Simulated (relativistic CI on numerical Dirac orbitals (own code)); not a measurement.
# Si11+: q coefficients

Computed by Dirac-Coulomb-Breit CI, KLI orbitals optimised for each configuration, derivatives by finite differences, unscaled Slater integrals, QED left out (own radial code, finite nucleus).

CI space (outside the closed core 1s2): 2s, 2p, 3s, 3p, 3d. Levels of other configurations are missing.

With x = (α/α₀)² − 1 an excitation energy changes as ω = ω₀ + qx; K = 2q/ω₀ is the relative enhancement. Terms are leading LS components, so labels can repeat.

Lowest level 2s ²S1/2.

```
    Level  ω₀ (cm⁻¹)  q (cm⁻¹)
2p ²P°1/2     193557      2595
2p ²P°3/2     201657     10740
 3s ²S1/2    2388527      7896
3p ²P°1/2    2441866      8601
3p ²P°3/2    2444239     10990
 3d ²D3/2    2463099     10850
 3d ²D5/2    2463844     11600
```

At this charge energies of transitions that change n are usually good to better than 1 %, and those within a shell (Δn = 0) to a few per cent.

Problem. Which transition from the lowest level has the largest |K|?

Solution. 2p ²P°3/2 at 201657 cm⁻¹, K = 0.106.
